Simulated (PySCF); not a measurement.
BBrFHO, SMILES OB(F)Br. The structure is a stationary point at ωB97X-D3(BJ)/def2-SVP. Other conformers were not sampled.

Method: ωB97X-D3(BJ)/def2-SVP (PySCF).

Harmonic wavenumbers (cm⁻¹): 302, 353, 502, 616, 621, 997, 1268, 1476, 3887. Rotational constants (GHz): 10.40, 2.807, 2.211; symmetry number 1.

Task: Work out the zero-point energy and the ideal-gas rigid-rotor harmonic-oscillator thermochemistry at 298.15 K and 1 atm.

Result: ZPE = ½ Σ hcν = ½ × 10022 cm⁻¹ = 14.33 kcal/mol. H − E(el) = 17.55 kcal/mol. Entropy in cal/(mol K): translation 40.42, rotation 26.01, vibration 4.19, total 70.62. G − E(el) = -3.51 kcal/mol. Cp = 15.04 cal/(mol K).
